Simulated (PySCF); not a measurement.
CH8FNSi2, SMILES [SiH2](CF)[SiH2]N. Geometry: PBE-D3(BJ)/def2-SVP. This is a generated structure with no PubChem entry under its InChIKey; it may be hypothetical. The values are those of a single conformer.

Computed equilibrium geometry at PBE-D3(BJ)/def2-SVP (PySCF confirms it by a frequency run) as a Z-matrix (one conformer of several):
```
Si
H 1 1.5081
H 1 1.5102 2 108.16
C 1 1.9285 2 109.93 3 -116.92
F 4 1.4081 1 108.85 2 -82.54
H 4 1.1120 5 108.47 1 -123.91
H 4 1.1136 6 107.59 5 117.13
Si 1 2.3709 2 114.85 3 129.24
N 8 1.7557 1 111.36 2 145.67
H 9 1.0240 8 116.76 1 79.16
H 9 1.0263 10 109.55 8 132.26
H 8 1.5053 9 109.27 10 -161.64
H 8 1.5054 12 109.12 9 -117.46
```
